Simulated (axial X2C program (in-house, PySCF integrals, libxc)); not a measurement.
# Excited states of AlAu by EOM-EE-CCSD

Computed with an axial X2C code built on PySCF integrals: two-component X2C with atomic mean-field Coulomb and Gaunt terms, Gaussian nuclei, basis Au dyall-acv3z, Al dyall-av3z with contracted cores.

R = 2.370 Å (near the PBE0 minimum at charge 0 of the determinant lowest at the starting distance; the state shown can have its own minimum elsewhere).

Vertical excitation energies from the closed-shell determinant state of AlAu:

```
 Ω  excitation (eV)   cm⁻¹         hole of the leading pair     particle of the leading pair  weight of the pair (for Ω = 0 its time-reversed partner can hold as much again)  singles weight
0⁻            1.951  15736  45% Al pσ, 20% Al sσ, 19% Au sσ   69% Al pπ, 20% Au pπ, 7% Au dπ                                                                             0.47            0.96
0⁺            1.962  15828  45% Al pσ, 21% Al sσ, 19% Au sσ   70% Al pπ, 20% Au pπ, 7% Au dπ                                                                             0.47            0.96
 1            2.001  16140  45% Al pσ, 20% Al sσ, 19% Au sσ   69% Al pπ, 20% Au pπ, 7% Au dπ                                                                             0.53            0.96
 2            2.056  16581  45% Al pσ, 22% Al sσ, 18% Au sσ   72% Al pπ, 17% Au pπ, 8% Au dπ                                                                             0.94            0.96
 1            2.823  22772  48% Al pσ, 26% Au sσ, 13% Al sσ   68% Al pπ, 21% Au pπ, 9% Au dπ                                                                             0.48            0.93
0⁻            3.039  24510  49% Al pσ, 27% Au sσ, 11% Al sσ  39% Au pσ, 25% Al pσ, 13% Au sσ                                                                             0.47            0.96
 1            3.073  24787  49% Al pσ, 27% Au sσ, 11% Al sσ  36% Au pσ, 23% Al pσ, 12% Au sσ                                                                             0.89            0.96
0⁻            3.995  32219  31% Au dσ, 30% Au sσ, 20% Al sσ             45% Al pπ, 43% Au pπ                                                                             0.34            0.95
0⁺            4.038  32572  37% Au sσ, 29% Au dσ, 17% Al sσ             47% Au pπ, 39% Al pπ                                                                             0.33            0.95
 1            4.073  32851  33% Au dσ, 28% Au sσ, 21% Al sσ             47% Al pπ, 41% Au pπ                                                                             0.36            0.95
 2            4.116  33200  33% Au sσ, 29% Au dσ, 22% Al sσ             50% Al pπ, 40% Au pπ                                                                             0.52            0.95
```

This point took 45 s on 1 thread of Arm Neoverse V2 (shared host).

Reference electrons by ω block (each with its −ω partner): 1/2: 27, 3/2: 13, 5/2: 5, 7/2: 1. 14 electrons of AlAu correlated (inner shells frozen), 88 natural virtual spinors (a truncated set); levels can be off by some tenths of an eV. Roots sought by Ω: (0: 5, 1: 4, 2: 3, 3: 1); the list ends where they run out and leaves out roots under 60 % singles weight. The solver can skip a root, and states that need a further excitation, which the method places far too high, are missing though they may lie low or lowest. T1 of the reference 0.028 (Lee–Taylor). Number of frozen shells: Au 5 s, 4 p, 2 d, 1 f; Al 2 s, 1 p. Large amplitudes in the reference (orbital relaxation or multireference character) lower the reliability.
